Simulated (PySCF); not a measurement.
Species: C₂H₉FN₂Si₂.
Z-matrix (Å and degrees, GFN2-xTB geometry), rows numbered from 1:
```
N 
Si  1  1.7261
C   2  1.8966  1  109.42
C   3  1.5228  2  107.76  1  -142.81
F   4  1.3990  3  108.51  2   -81.84
Si  4  1.9175  3  109.89  2    35.47
N   6  1.7235  4   96.31  3   -25.09
H   1  1.0065  2  117.63  3   -60.43
H   1  1.0068  2  117.91  3   165.05
H   2  1.4697  1  116.01  3   130.45
H   3  1.0899  2  113.87  1    95.59
H   3  1.0894  2  110.02  1   -24.98
H   4  1.0961  3  111.36  2   163.97
H   6  1.4672  4  110.97  3    92.08
H   6  1.4614  4  110.45  3  -142.02
H   7  1.0039  2  121.20  1   -55.54
```

Computed at PBE0/pcSseg-1 (PySCF, non-relativistic), with Q(14N) = 0.02044 b: N1, 14N (I = 1): χzz = -4.394 MHz, η = 0.387; N7, 14N (I = 1): χzz = -3.695 MHz, η = 0.396.

Task: Find the zero-field quadrupole resonance frequencies of 14N at N1.

Result: From ν± = (3/4)|χ|(1 ± η/3) and ν0 = |χ|η/2: ν+ 3.720 MHz, ν− 2.871 MHz, ν0 0.850 MHz (silicon-bound nitrogen).

Task: Find the zero-field quadrupole resonance frequencies of 14N at N7.

Result: From ν± = (3/4)|χ|(1 ± η/3) and ν0 = |χ|η/2: ν+ 3.137 MHz, ν− 2.406 MHz, ν0 0.732 MHz (nitrogen bridging silicon atoms).

In a crystal, neighbours and librations shift these lines. The structure is a single GFN2-xTB conformer in the gas phase; no vibrational or solvent corrections. GFN2-xTB bond lengths can be off by several hundredths of an ångström, more for odd bonds, and the gradients follow them. With a basis this small, the couplings can be 20 % off.
